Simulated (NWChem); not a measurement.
GeH$_{3}$SeCl; SMILES Cl[Se][GeH3]

Program: NWChem. Pople sets run with spherical d functions. The geometry was optimised at PBE0/def2-SVP.

Question: Taking PBE0/6-311G** as the yardstick, which of these has the fewest basis functions while keeping “dipole (D)” within 0.05 D of it: PBE0/3-21G; PBE0/STO-3G; PBE0/6-31G*?

Answer: PBE0/6-31G*.
| level | basis functions | dipole (D) | relative time (rough) |
|---|---|---|---|
| PBE0/STO-3G | 48 | 2.96 | 1 |
| PBE0/3-21G | 63 | 3.01 | 1 |
| PBE0/6-31G* | 88 | 2.44 | 5 |
| PBE0/6-311G** | 132 | 2.40 | 5 |

The yardstick is one finite set, not the basis-set limit.
